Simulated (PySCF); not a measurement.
C3H9ClOSi, SMILES CC[Si@](C)(O)Cl.

The structure is a stationary point at PBE-D3(BJ)/def2-SVP. The structure was generated by enumeration; whether it is a known compound was not checked. One conformer was computed; it need not be the lowest.

Calculation: PySCF 2.14.0 with PBE-D3(BJ)/def2-SVP.

Frequencies are harmonic and unscaled.

```json
[
 {"mode": "1", "ν (cm⁻¹)": "68", "IR (km/mol)": "0.1", "moving atoms (share of kinetic energy)": "C 46 %, H 41 %, Cl 10 %"},
 {"mode": "2", "ν (cm⁻¹)": "127", "IR (km/mol)": "2.9", "moving atoms (share of kinetic energy)": "H 78 %, C 13 %"},
 {"mode": "3", "ν (cm⁻¹)": "130", "IR (km/mol)": "0.9", "moving atoms (share of kinetic energy)": "H 43 %, C 27 %, Cl 16 %, O 12 %"},
 {"mode": "4", "ν (cm⁻¹)": "155", "IR (km/mol)": "3.8", "moving atoms (share of kinetic energy)": "H 53 %, C 25 %, Cl 14 %"},
 {"mode": "5", "ν (cm⁻¹)": "181", "IR (km/mol)": "5.9", "moving atoms (share of kinetic energy)": "H 36 %, C 33 %, Cl 15 %, Si 11 %"},
 {"mode": "6", "ν (cm⁻¹)": "216", "IR (km/mol)": "8.6", "moving atoms (share of kinetic energy)": "H 55 %, O 18 %, C 12 %, Cl 11 %"},
 {"mode": "7", "ν (cm⁻¹)": "241", "IR (km/mol)": "7.7", "moving atoms (share of kinetic energy)": "H 57 %, C 22 %, O 10 %"},
 {"mode": "8", "ν (cm⁻¹)": "276", "IR (km/mol)": "24.0", "moving atoms (share of kinetic energy)": "H 40 %, C 22 %, O 20 %, Si 13 %"},
 {"mode": "9", "ν (cm⁻¹)": "289", "IR (km/mol)": "75.1", "moving atoms (share of kinetic energy)": "H 42 %, O 38 %, Cl 12 %"},
 {"mode": "10", "ν (cm⁻¹)": "332", "IR (km/mol)": "5.3", "moving atoms (share of kinetic energy)": "C 40 %, H 23 %, Si 19 %, O 15 %"},
 {"mode": "11", "ν (cm⁻¹)": "474", "IR (km/mol)": "48.1", "moving atoms (share of kinetic energy)": "Cl 41 %, Si 28 %, C 17 %, H 9 %"},
 {"mode": "12", "ν (cm⁻¹)": "629", "IR (km/mol)": "45.6", "moving atoms (share of kinetic energy)": "C 46 %, H 26 %, Si 22 %"},
 {"mode": "13", "ν (cm⁻¹)": "651", "IR (km/mol)": "10.7", "moving atoms (share of kinetic energy)": "H 71 %, C 25 %"},
 {"mode": "14", "ν (cm⁻¹)": "728", "IR (km/mol)": "77.0", "moving atoms (share of kinetic energy)": "H 46 %, C 26 %, Si 25 %"},
 {"mode": "15", "ν (cm⁻¹)": "741", "IR (km/mol)": "12.2", "moving atoms (share of kinetic energy)": "H 60 %, C 21 %, O 14 %"},
 {"mode": "16", "ν (cm⁻¹)": "782", "IR (km/mol)": "103.3", "moving atoms (share of kinetic energy)": "H 65 %, C 20 %, Si 14 %"},
 {"mode": "17", "ν (cm⁻¹)": "836", "IR (km/mol)": "267.8", "moving atoms (share of kinetic energy)": "H 58 %, Si 18 %, O 16 %"},
 {"mode": "18", "ν (cm⁻¹)": "886", "IR (km/mol)": "46.7", "moving atoms (share of kinetic energy)": "Si 35 %, O 32 %, H 32 %"},
 {"mode": "19", "ν (cm⁻¹)": "938", "IR (km/mol)": "18.2", "moving atoms (share of kinetic energy)": "H 82 %, C 15 %"},
 {"mode": "20", "ν (cm⁻¹)": "955", "IR (km/mol)": "9.0", "moving atoms (share of kinetic energy)": "H 76 %, C 17 %"},
 {"mode": "21", "ν (cm⁻¹)": "1025", "IR (km/mol)": "17.1", "moving atoms (share of kinetic energy)": "C 72 %, H 27 %"},
 {"mode": "22", "ν (cm⁻¹)": "1204", "IR (km/mol)": "2.5", "moving atoms (share of kinetic energy)": "H 78 %, C 22 %"},
 {"mode": "23", "ν (cm⁻¹)": "1214", "IR (km/mol)": "5.1", "moving atoms (share of kinetic energy)": "H 60 %, C 39 %"},
 {"mode": "24", "ν (cm⁻¹)": "1222", "IR (km/mol)": "34.1", "moving atoms (share of kinetic energy)": "H 76 %, C 23 %"},
 {"mode": "25", "ν (cm⁻¹)": "1343", "IR (km/mol)": "0.7", "moving atoms (share of kinetic energy)": "H 82 %, C 18 %"},
 {"mode": "26", "ν (cm⁻¹)": "1372", "IR (km/mol)": "4.3", "moving atoms (share of kinetic energy)": "H 92 %"},
 {"mode": "27", "ν (cm⁻¹)": "1377", "IR (km/mol)": "0.8", "moving atoms (share of kinetic energy)": "H 95 %"},
 {"mode": "28", "ν (cm⁻¹)": "1380", "IR (km/mol)": "7.5", "moving atoms (share of kinetic energy)": "H 95 %"},
 {"mode": "29", "ν (cm⁻¹)": "1427", "IR (km/mol)": "4.8", "moving atoms (share of kinetic energy)": "H 97 %"},
 {"mode": "30", "ν (cm⁻¹)": "1429", "IR (km/mol)": "6.8", "moving atoms (share of kinetic energy)": "H 97 %"},
 {"mode": "31", "ν (cm⁻¹)": "2962", "IR (km/mol)": "13.0", "moving atoms (share of kinetic energy)": "H 95 %"},
 {"mode": "32", "ν (cm⁻¹)": "2968", "IR (km/mol)": "28.8", "moving atoms (share of kinetic energy)": "H 97 %"},
 {"mode": "33", "ν (cm⁻¹)": "2983", "IR (km/mol)": "0.6", "moving atoms (share of kinetic energy)": "H 97 %"},
 {"mode": "34", "ν (cm⁻¹)": "3013", "IR (km/mol)": "5.5", "moving atoms (share of kinetic energy)": "H 91 %, C 9 %"},
 {"mode": "35", "ν (cm⁻¹)": "3051", "IR (km/mol)": "22.5", "moving atoms (share of kinetic energy)": "H 91 %, C 9 %"},
 {"mode": "36", "ν (cm⁻¹)": "3061", "IR (km/mol)": "13.6", "moving atoms (share of kinetic energy)": "H 91 %, C 9 %"},
 {"mode": "37", "ν (cm⁻¹)": "3084", "IR (km/mol)": "2.1", "moving atoms (share of kinetic energy)": "H 91 %, C 9 %"},
 {"mode": "38", "ν (cm⁻¹)": "3093", "IR (km/mol)": "1.2", "moving atoms (share of kinetic energy)": "H 91 %, C 9 %"},
 {"mode": "39", "ν (cm⁻¹)": "3764", "IR (km/mol)": "70.5", "moving atoms (share of kinetic energy)": "H 94 %"}
]
```
